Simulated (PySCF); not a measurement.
Scandium: a sound run and one with changed settings

Sound run: Sc [Ar] 3d1 4s2, Sc⁺ [Ar] 3d1 4s1. All numbers are calculated (PySCF 2.14, scalar relativity by spin-free X2C-1e, in x2c-SVPall (5s3p3d1f, 36 functions)). In the sound run the correlated levels freeze [Ar]. The sound run starts from symmetry-adapted Hartree-Fock orbitals and uses a fine grid where one is needed.

Changed run: the non-relativistic Hamiltonian (point nucleus). This setting is unsound on purpose.

```
species  method  sound run (hartree)  changed run (hartree)  converged
     Sc     UHF           -763.16220             -758.86733        yes
     Sc     MP2           -763.18592             -758.89090        yes
    Sc⁺     UHF           -762.96354             -758.67050        yes
    Sc⁺     MP2           -762.96520             -758.67216        yes
```

Ionisation energy of Sc:

```tsv
method	sound run (eV)	changed run (eV)
UHF	5.406	5.356
PBE0	6.444	6.387
MP2	6.006	5.952
SCS-MP2	6.123	6.068
```

Most of the change in total energy is the relativistic energy itself. On top of that the contraction fixes the core shape for the Hamiltonian it was made with, so the changed run is not a good calculation with the other Hamiltonian either.

For comparison, NIST gives 6.561 eV between the lowest levels.
